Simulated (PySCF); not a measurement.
Input of a run (PBE0-D3(BJ)/def2-SVP geometry optimisation, gas phase (PySCF 2.14.0)), started from GFN2-xTB:
```
{"job": {"xc": "PBE0", "basis": "def2-SVP", "d3": "d3bj", "grid": 1, "shake": 0.01, "kind": "geom"}, "charge": 0, "multiplicity": 1}
F      3.917420    -0.090720    -0.112410
B      2.688920     0.162940     0.376250
F      2.733460     0.643250     1.599330
Si     1.054090    -0.192740    -0.613190
C     -0.201680    -1.372630     0.289760
C     -1.345400    -0.450300     0.753330
C     -1.574000     0.575320    -0.338190
C     -0.228470     1.249870    -0.657480
H      1.238480    -0.689150    -1.962260
H     -0.587120    -2.118030    -0.380080
H      0.217980    -1.905510     1.156020
H     -2.240300    -1.027790     0.972600
H     -1.079350     0.071100     1.663440
H     -1.968760     0.071760    -1.224080
H     -2.337590     1.298540    -0.031640
H     -0.287250     1.787950    -1.594560
H     -0.016930     1.997960     0.113320
```

Output (energies in Eh, forces in Eh/bohr):
```
step   0  E = -671.09367300  max force = 0.049297
step   1  E = -671.10105154  max force = 0.007232
step   2  E = -671.10174813  max force = 0.002954
step   3  E = -671.10186854  max force = 0.003866
step   4  E = -671.10204028  max force = 0.002385
step   5  E = -671.10210389  max force = 0.001246
step   6  E = -671.10212776  max force = 0.000894
step   7  E = -671.10216238  max force = 0.001086
step   8  E = -671.10218153  max force = 0.000582
step   9  E = -671.10219323  max force = 0.000462
step  10  E = -671.10219494  max force = 0.001046
step  11  E = -671.10220444  max force = 0.001065
step  12  E = -671.10221626  max force = 0.000508
step  13  E = -671.10222040  max force = 0.000397
optimisation converged
```

Problem. Summarise the run.

Solution. The energy falls by 22.4 kJ/mol over 14 energy and gradient evaluations, the largest force component goes from 0.0493 to 4.0e-04 Eh/bohr, and the atoms move by 0.153 Å rms after alignment. The bond that changes most is B2–Si4 (three-coordinate boron to SiH silicon), which lengthens by 0.084 Å. Bonds longer at the end by more than 0.005 Å: 11 of 17; shorter: 3. Among the angles that change most is C8–Si4–H9, from 108.6° to 114.4°. Among the dihedrals that turn most is H9–Si4–C5–H11, from 117° to 103°. The energy never rose by more than 1e-6 Eh on the way. The first step brought 86 % of the lowering.

Problem. What are the final bond lengths?

Solution. F1–B2 1.321 Å, B2–F3 1.325 Å, B2–Si4 2.028 Å, Si4–C5 1.909 Å, C5–C6 1.536 Å, C6–C7 1.530 Å, C7–C8 1.537 Å, Si4–C8 1.907 Å, Si4–H9 1.496 Å, C5–H10 1.103 Å, C5–H11 1.100 Å, C6–H12 1.103 Å, C6–H13 1.105 Å, C7–H14 1.105 Å, C7–H15 1.102 Å, C8–H16 1.100 Å, C8–H17 1.103 Å. Numbering counts from 1 in the input's order; the species is `B(F)([SiH]1CCCC1)F`.

The run used 161 basis functions and 87 SCF cycles in all. The run took 3.8 min of wall time on one thread of an Arm Neoverse V1, on a shared host, and the process peaked at 0.66 GiB of memory.

Stationary, but not proved a minimum. The numbers are those of one conformer.
